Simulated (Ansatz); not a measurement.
Stepwise reaction of `[CH3][Ga]([CH3])[NH2]` with hydrogen chloride, as a gas-phase model of exchange steps in deposition or etching. ΔE in kJ/mol; ΔG adds harmonic PBE0-D4 terms to CCSD(T)/CBS, at 1 bar.

Program: Ansatz. Geometries: PBE0-D4/def2-TZVP. ΔE: electronic, gas phase. CCSD(T)/CBS is the MP2 limit (def2-TZVPP, def2-QZVPP) plus CCSD(T) − MP2 in def2-TZVPP, frozen cores. This one scheme is used for every species. DFT in def2-TZVPP. B3LYP here is the variant with VWN-RPA as its local correlation; programs differ in this. For Ga outer-core shells are correlated without core-valence functions, which leaves a few kJ/mol of doubt a bond. Scalar relativity is left out up to krypton. Each species was taken in one conformer, which may not be the lowest.

```csv
step,reaction,PBE-D4,B3LYP-D4,ωB97M-V,CCSD(T)/CBS,ΔG(400 K)
2,`[CH3][Ga]([NH2])[Cl]` + HCl → `[NH2][Ga]([Cl])[Cl]` + CH₄,-114.4,-121.3,-119.2,-114.6,-102.4
```

Q: Give the row of step 1, `[CH3][Ga]([CH3])[NH2]` + HCl → `[CH3][Ga]([NH2])[Cl]` + CH₄. (Best estimate.)

A: The calculation gave: 
| step | reaction | PBE-D4 | B3LYP-D4 | ωB97M-V | CCSD(T)/CBS | ΔG(400 K) |
| --- | --- | --- | --- | --- | --- | --- |
| 1 | `[CH3][Ga]([CH3])[NH2]` + HCl → `[CH3][Ga]([NH2])[Cl]` + CH₄ | -144.3 | -151.8 | -148.9 | -144.8 | -132.7 |

Q: By hand: ΔE of the 2 steps together at CCSD(T)/CBS.

A: (-144.8) + (-114.6) = -259.4 kJ/mol, or -129.7 kJ/mol a step.

In ΔE each step is higher than the one before. All are downhill at CCSD(T)/CBS. ΔG lies between -132.7 and -102.4 kJ/mol a step. PBE-D4 differs from CCSD(T)/CBS by 0.2 to 0.5 kJ/mol a step. Isolated molecules leave out the surface, adducts and barriers. Largest T1 diagnostic: 0.012.
